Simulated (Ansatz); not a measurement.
The molecule SiN, multiplicity 2 (the spin of the measured ground state). The T1 diagnostic near the minimum is 0.079, so single-reference values are doubtful.

```tsv
level	bond energy D_e (kJ/mol)
SVWN5/def2-TZVPP	574.9
PBE/def2-TZVPP	497.5
r2SCAN/def2-TZVPP	441.9
B97M-V/def2-TZVPP	449.1
B3LYP/def2-TZVPP	451.4
PBE0/def2-TZVPP	429.9
```

The rows run from 429.9 (PBE0/def2-TZVPP) to 574.9 kJ/mol (SVWN5/def2-TZVPP). The 6 functionals in def2-TZVPP without D3 or D4 span 145.0, from PBE0 to SVWN5.

D_e counts from the fitted minimum to each atom's lowest state at the same level, without counterpoise.

Run with Ansatz (a program for electronic structure) with Gaussian orbitals. Each number belongs to the level named beside it.
